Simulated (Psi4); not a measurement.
C3H9Bi (SMILES [CH3][Bi]([CH3])[CH3]), singlet, at a GFN2-xTB geometry (such geometries of metal compounds can be far from the true shape) (core potentials on Bi). Base run: PBE/def2-SVP (Psi4).

Input for Psi4:
```
memory 2 GB

molecule mol {
0 1
  Bi   -0.002659   -0.004640    0.327743
  C    -1.054870   -1.539191   -0.968824
  H    -0.644258   -2.523836   -0.787761
  H    -0.909467   -1.279089   -2.007316
  H    -2.114519   -1.549539   -0.749581
  C    -0.805824    1.709749   -0.920807
  H    -0.653336    1.483239   -1.966131
  H    -0.285046    2.626103   -0.675622
  H    -1.863857    1.841177   -0.735861
  C     1.883531   -0.130710   -0.925042
  H     1.611031   -0.120001   -1.970456
  H     2.416855   -1.046397   -0.705692
  H     2.526288    0.714369   -0.716193
}

set basis def2-svp
set reference rks

energy('pbe')
print_variables()
```

The base run was repeated with changes; each row names its change, and settings that it needs were set with it.

```
change                                            ΔE vs base (eV)  point group used  SCF cycles
------------------------------------------------  ---------------  ----------------  ----------
base                                                         0.00                c1           9
molecule keys = symmetry c1                                  0.00                c1           9
jitter_ang = 0.002                                           0.00                c1           9
molecule keys = symmetry c1, no_reorient, no_com             0.00                c1           9
molecule keys = no_reorient                                  0.00                c1           9
```
